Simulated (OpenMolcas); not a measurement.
## Ti2+: effect of the metal basis

Ti2+ with its 6 nearest fluoride ions at 2.203 Å, on the Ca site of CsCaF3 (a = 4.526 Å, distance in the model lattice 2.263 Å). The rest of the host is ab initio model potentials to 7.6 Å and point charges beyond; the distance is set by hand and nothing relaxes.

```
Program             : OpenMolcas 26.06
Method              : SS-CASPT2, IPEA 0.25 Eh, imaginary shift 0.1 Eh (closed shells correlated: 3s 3p and the ligand valence shells)
Spin-orbit coupling : RASSI with atomic mean-field integrals over the reference wave functions
```

Fixed: ligand basis ANO-RCC-VDZP, active space 2 electrons in 5 orbitals (3d), DKH2 Hamiltonian.

States (labels of O, the rotations of Oh). Energies in cm-1 above the lowest state or level, χT in cm3 K/mol; under a threefold ground state the first gap can be a small split of the lowest multiplet, not the spin-orbit step; 10Dq and B are least-squares fits to the states below 45000 cm-1, weighted by degeneracy, with a free offset, and given where the rms deviation is under 5 % of |10Dq| (or 100 cm-1) and under 700 cm-1.

```
Run   Metal basis  Ground state  First state of that spin   10Dq  B (rms of fit)  First gap with spin-orbit (degeneracies)  χT at 300 K  First state of another spin                     Cost
  A  ANO-RCC-VDZP           3T1                 3T2 10180  11612       694 (276)                                  3 (2, 3)        1.100                     1T2 9600  roughly 90 core-seconds
  B  ANO-RCC-VTZP           3T1                  3T2 9880  11372       695 (292)                                  3 (2, 3)        1.102                     1T2 9100  roughly 60 core-seconds
```

Against A, |10Dq| changes by -2.1 % in B.

Costs are those of the CASPT2 steps.

Roots that are degenerate in the reference are averaged as groups; the widest CASPT2 spread within a group is 230 cm-1 (the 3-fold group of multiplicity 1 near 21700 cm-1 above the lowest state of its run, A). Shifts and gaps below about the spread of the groups concerned are not significant. Over all roots computed the reference weight is 0.73 to 0.74 in A, 0.73 to 0.74 in B; a low but even weight reflects the number of correlated electrons. An orbital triplet at a regular site is open to Jahn-Teller coupling, which can distort the site and quench the lowest spin-orbit gaps and is left out. Ligand-to-metal charge-transfer states are missing. With no ligand orbital active B as a rule stays too high, so bands that hang on it stand too high and its fall with covalency is understated. With one d shell and no ligand orbital active, 10Dq can be off by tens of per cent for divalent 3d ions, low with halides held by bare charges and at times high in hosts. Free-ion shares, where given, are those of the reference states; single-state CASPT2 does not remix them. No measured value stands beside these numbers; the geometry was set by hand and not optimised.
